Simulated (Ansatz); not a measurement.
Cost and result for the atomization energy of `C[Si](C)(C)P` (16 atoms, 15 bonds).

```xyz
16

C    -0.348    0.758   -1.546
Si   -0.012   -0.085    0.094
C    -0.325    1.110    1.503
C     1.756   -0.702    0.147
P    -1.354   -1.881    0.429
H     0.313    1.620   -1.679
H    -0.183    0.074   -2.381
H    -1.380    1.113   -1.602
H    -0.132    0.638    2.470
H    -1.360    1.463    1.502
H     0.327    1.984    1.417
H     1.974   -1.194    1.098
H     2.456    0.131    0.029
H     1.951   -1.418   -0.656
H    -2.541   -1.198    0.049
H    -1.143   -2.414   -0.872
```

The species carries charge 0 and has multiplicity 1. All single points use the PBE0-D4/def2-TZVP geometry. It is one conformer, not always the lowest. Program: Ansatz. All runs use 4 threads of an Arm Neoverse V2 on a shared host. Times are those of one run each, without the atoms' runs, and a repeat can differ threefold. Electronic energies, without spin–orbit coupling; frozen cores. CCSD(T)/CBS adds CCSD(T) − MP2 in def2-TZVPP to the MP2 limit, and its time is that of the two runs behind it. T1 = 0.011. B3LYP takes the VWN-RPA correlation (the form of Gaussian; ORCA's B3LYP/G). HSE06 is the plane-wave form, built on full-range PBE exchange.

CCSD(T)/CBS is a level of theory with its own doubt, some kJ/mol a heavy atom from the limit and from the frozen cores, so smaller differences don't rank the functionals.

| level | functions | wall time | atomization (kJ/mol) | difference from CCSD(T)/CBS | per bond |
| --- | --- | --- | --- | --- | --- |
| revPBE-D4/def2-TZVPP | 331 | 2.9 s | 5695.8 | -44.4 | -3.0 |
| PBE-D4/def2-TZVPP (with forces) | 331 | 3.4 s | 5793.3 | 53.1 | 3.5 |
| HSE06-D4/def2-TZVPP | 331 | 4.6 s | 5754.2 | 14.0 | 0.9 |
| CAM-B3LYP-D4/def2-TZVPP | 331 | 5 s | 5768.5 | 28.3 | 1.9 |
| r2SCAN-D4/def2-TZVPP (with forces) | 331 | 6.5 s | 5753.6 | 13.4 | 0.9 |
| B3LYP-D4/def2-TZVPP (with forces) | 331 | 7.5 s | 5756.5 | 16.3 | 1.1 |
| B2PLYP/def2-TZVPP | 331 | 8 s | 5675.5 | -64.7 | -4.3 |
| PBE-QIDH/def2-TZVPP | 331 | 8 s | 5709.2 | -31.0 | -2.1 |
| CCSD(T)/def2-SVP | 133 | 9 s | 5424.0 | -316.2 | -21.1 |
| ωB97M-V/def2-TZVPP (with forces) | 331 | 16 s | 5769.6 | 29.4 | 2.0 |
| MP2/def2-QZVPP | 641 | 38 s | 5688.9 | -51.3 | -3.4 |
| CCSD(T)/def2-TZVPP | 331 | 16 min | 5607.0 | -133.2 | -8.9 |
| CCSD(T)/CBS(def2) | – | 17 min | 5740.2 | 0.0 | 0.0 |

The D4 term adds +60.2 kJ/mol with B3LYP and +32.4 kJ/mol with PBE0; it sums over pairs of atoms, weighted by their polarisabilities, and B3LYP, whose exchange is more repulsive, gets the larger term. From PBE to PBE0 (25 % exact exchange), in def2-TZVPP and without D4, the atomization energy moves by −36.4 kJ/mol: exact exchange takes away binding that semilocal exchange gives to molecules. In def2-TZVPP, CCSD(T) changes the Hartree–Fock value by +1273.8 kJ/mol (the triples alone add +61.8 kJ/mol) and MP2 by +1277.4 kJ/mol; breaking electron pairs costs correlation energy, which Hartree–Fock lacks.
